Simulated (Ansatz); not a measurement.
Born–Oppenheimer molecular dynamics of CH7ClSi2 (11 atoms, charge 0, multiplicity 1). It starts at the highest image of a converged band. Of that band: Neighbouring images differ by up to 2.2 eV, so the band resolves the path poorly. A vibrational analysis at the climbing image gives 2 clearly imaginary modes (1228i, 131i cm⁻¹): a point of higher order, so a lower path passes nearby.

Level of theory: RKS B3LYP/def2-SVP (Ansatz).

```json
{
 "ensemble": "NVE (velocity Verlet)",
 "time step": "0.5 fs",
 "steps asked": "200",
 "starting velocities drawn for": "100 K",
 "seed": "8608"
}
```

First frame:

```xyz
11
Properties=species:S:1:pos:R:3
Si 0.480 -0.169 -0.646
C 0.862 0.118 1.599
H -0.169 -0.083 1.920
H 1.536 -0.597 2.091
H 1.167 1.153 1.799
H 1.655 -0.270 0.310
Si -0.854 1.786 -0.634
H -2.280 1.357 -0.729
H -0.664 2.610 0.597
H -0.525 2.632 -1.819
Cl -0.804 -1.835 -0.408
```

(1) How far do the bonds stretch over the last three quarters of this one trajectory? (Pairs bonded in most of those frames.)

Results:

(1) 
| bond | mean (Å) | spread (Å) | shortest | longest |
| --- | --- | --- | --- | --- |
| Si1–Si7 | 2.504 | 0.074 | 2.37 | 2.60 |
| Si1–Cl11 | 2.130 | 0.024 | 2.09 | 2.16 |
| C2–H3 | 1.103 | 0.025 | 1.07 | 1.14 |
| C2–H4 | 1.102 | 0.023 | 1.05 | 1.15 |
| C2–H5 | 1.100 | 0.023 | 1.05 | 1.15 |
| C2–H6 | 1.116 | 0.061 | 1.02 | 1.24 |
| Si7–H8 | 1.497 | 0.007 | 1.48 | 1.51 |
| Si7–H9 | 1.501 | 0.018 | 1.47 | 1.53 |
| Si7–H10 | 1.501 | 0.015 | 1.47 | 1.53 |

Mean temperature of the second half: 1021 K. The conserved energy stayed within 0.18 meV per atom of its start (net change -0.019 meV per atom), so the integration is sound. The system heated up, since it started high on the potential surface and ran downhill. A run of 0.1 ps of so small a system gives no equilibrium averages. The orbitals stay closed-shell, which can raise the energy where a bond breaks towards radicals; this wasn't checked here.

Run time: 14 min on 2 threads of Arm Neoverse N1, on a shared host, peak memory 0.22 GiB.
